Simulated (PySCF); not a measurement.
Vertical excitations of a molecule C5H5, multiplicity 2 from TDA-CAM-B3LYP/def2-SVPD (PySCF), as energy in eV (oscillator strength): 2.21 (0.001), 3.18 (0.000), 4.47 (0.001), 4.89 (0.002), 5.12 (0.000), 5.61 (0.133), 6.29 (0.010), 6.45 (0.000), 6.54 (0.000), 6.87 (0.001). Geometry: PBE0-D3(BJ)/def2-SVP. Other conformers were not sampled.

Pick the molecule that these values belong to.
A) [C]1=CCC=C1
B) [CH]1C=CC=C1
C) [C]1=CC=CC1

A, [C]1=CCC=C1
